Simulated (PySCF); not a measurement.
Cartesian coordinates (Å):
```xyz
9

Si    -2.1228    -0.0377    -0.0909
Al     0.0272    -0.4664    -1.2361
Si     2.1201     0.0109    -0.0078
H     -2.3140     1.4378     0.0421
H     -2.1405    -0.6197     1.2838
H     -3.3026    -0.5764    -0.8234
H      2.0332     1.2295     0.8494
H      3.2976     0.1727    -0.9059
H      2.4018    -1.1508     0.8889
```
Charge 0, spin multiplicity 2.

Problem. Estimate the highest occupied spin orbital, total energy and dipole moment that PBE0-D4/def2-TZVP run with PySCF 2.14.0 returns for this input.

Solution. 
| Property | Result |
|---|---|
| highest occupied spin orbital | -5.48 eV |
| total energy | -824.6285 Ha |
| dipole moment | 0.70 D |
